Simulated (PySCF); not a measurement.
C₄H₅ClSi, SMILES C#C[SiH2]C(=C)Cl.

Geometry: PBE0-D3(BJ)/def2-SVP. This is a generated structure with no PubChem entry under its InChIKey; it may be hypothetical. Other conformers were not sampled.

All values below come from PBE0-D3(BJ)/def2-SVP (PySCF 2.14.0).

Frequencies are harmonic and unscaled.

```tsv
mode	ν (cm⁻¹)	IR (km/mol)	moving atoms (share of kinetic energy)
1	55	0.1	C 40 %, Cl 23 %, Si 22 %, H 15 %
2	97	0.0	C 60 %, H 16 %, Si 16 %, Cl 8 %
3	199	3.6	C 43 %, Cl 36 %, Si 11 %, H 10 %
4	239	7.3	C 66 %, H 33 %
5	305	4.1	C 67 %, H 16 %, Cl 9 %, Si 8 %
6	317	0.0	C 63 %, H 35 %
7	380	18.9	C 45 %, H 20 %, Cl 18 %, Si 17 %
8	577	15.7	C 48 %, Si 26 %, Cl 18 %
9	626	76.2	H 55 %, C 28 %, Si 17 %
10	646	53.7	C 49 %, Si 40 %, H 9 %
11	710	4.2	H 89 %, C 10 %
12	744	21.5	H 79 %, C 21 %
13	749	11.5	H 93 %
14	755	26.0	H 75 %, C 25 %
15	790	59.6	C 45 %, H 43 %, Cl 10 %
16	847	242.8	H 76 %, Si 16 %
17	941	33.9	H 73 %, C 27 %
18	944	95.5	H 96 %
19	1109	23.5	C 56 %, H 42 %
20	1383	14.9	H 87 %, C 13 %
21	1690	12.1	C 91 %, H 9 %
22	2168	41.1	C 90 %, H 10 %
23	2255	82.6	H 96 %
24	2256	70.9	H 98 %
25	3163	0.6	H 95 %
26	3271	0.2	H 89 %, C 11 %
27	3473	57.4	H 86 %, C 14 %
```
